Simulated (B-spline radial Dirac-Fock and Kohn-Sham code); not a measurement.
# Core and valence levels of Os⁵⁺

System: osmium as Os⁵⁺, [Xe] 4f14 5d3; nuclear rms radius 5.4126 fm (A = 192).

Input of the calculation (task.json; shells as n, l, electrons):

```json
{"items": [{
  "Z": 76,
  "q": 5,
  "cfg": [[1, 0, 2], [2, 0, 2], [2, 1, 6], [3, 0, 2], [3, 1, 6], [3, 2, 10], [4, 0, 2], [4, 1, 6], [4, 2, 10], [4, 3, 14], [5, 0, 2], [5, 1, 6], [5, 2, 3]],
  "A": 192,
  "rrms": 5.4126,
  "do": ["binding"]
}]}
```

Launch: `python xray_run.py task.json out`

Level of theory: Dirac-Fock energy differences between relaxed states, corrected for Breit and QED terms; a radial finite-basis atomic code. The model has no electron correlation. Energies are counted from the vacuum level.

All terms are in eV, carry their sign (relaxation lowers the binding energy) and add up to the binding energy; ⟨r⟩ is the mean radius of the orbital in the initial state.

| subshell | −ε (Koopmans) | relaxation | Gaunt | retardation | self-energy | vacuum polarisation | binding energy | ⟨r⟩ (bohr) |
| --- | --- | --- | --- | --- | --- | --- | --- | --- |
| K | 74415.0 | -87.75 | -275.71 | 25.34 | -163.47 | 31.94 | 73945.4 | 0.018 |
| L1 | 13152.3 | -51.74 | -30.43 | 2.17 | -23.85 | 4.38 | 13052.8 | 0.074 |
| L2 | 12567.6 | -56.36 | -52.34 | 5.56 | -0.33 | 0.22 | 12464.4 | 0.061 |
| L3 | 11033.5 | -53.02 | -35.68 | 7.66 | -1.82 | -0.16 | 10950.5 | 0.070 |
| M1 | 3173.2 | -28.33 | -5.48 | 0.35 | -5.49 | 0.98 | 3135.2 | 0.193 |
| M2 | 2913.1 | -29.41 | -9.72 | 0.90 | -0.19 | 0.05 | 2874.7 | 0.183 |
| M3 | 2573.5 | -27.62 | -6.30 | 1.44 | -0.46 | -0.04 | 2540.6 | 0.198 |
| M4 | 2143.8 | -30.45 | -4.18 | 0.37 | 0.39 | -0.05 | 2109.9 | 0.174 |
| M5 | 2071.0 | -29.81 | -2.81 | 0.41 | 0.19 | -0.04 | 2038.9 | 0.178 |
| N1 | 753.4 | -10.65 | -1.12 | 0.07 | -1.34 | 0.24 | 740.6 | 0.432 |
| N2 | 643.2 | -10.51 | -2.02 | 0.19 | -0.03 | 0.01 | 630.9 | 0.436 |
| N3 | 562.6 | -9.38 | -1.18 | 0.31 | -0.09 | -0.01 | 552.3 | 0.468 |
| N4 | 381.6 | -9.12 | -0.55 | 0.04 | 0.10 | -0.01 | 372.1 | 0.482 |
| N5 | 366.4 | -8.75 | -0.26 | 0.05 | 0.05 | -0.01 | 357.5 | 0.493 |
| N6 | 135.6 | -7.95 | 0.16 | -0.05 | 0.06 | -0.01 | 127.8 | 0.544 |
| N7 | 132.6 | -7.75 | 0.27 | -0.04 | 0.05 | -0.01 | 125.1 | 0.551 |
| O1 | 169.3 | -1.69 | -0.17 | 0.01 | -0.25 | 0.04 | 167.3 | 1.007 |
| O2 | 131.6 | -1.48 | -0.29 | 0.02 | 0.00 | 0.00 | 129.9 | 1.085 |
| O3 | 118.2 | -1.20 | -0.15 | 0.04 | -0.01 | 0.00 | 116.8 | 1.167 |
| O4,5 | 69.08 | -0.60 | 0.00 | 0.00 | 0.01 | 0.00 | 68.49 | 1.492 |

For the deepest level, K (1s), the Breit terms make up -0.339 % of the binding energy, QED -0.178 % and orbital relaxation -0.119 %.

Spin-orbit splittings: 2p 1513.9 eV, 3p 334.1 eV, 3d 70.97 eV, 4p 78.62 eV, 4d 14.55 eV, 4f 2.68 eV, 5p 13.03 eV.

Going to the tabulated ground configuration of the next ion removes an electron from O4,5 (5d), computed at 68.49 eV. NIST lists 70.1 ± 2 eV as the ionisation energy of this species (theoretical), +1.61 eV from the computed value, within the stated uncertainty.
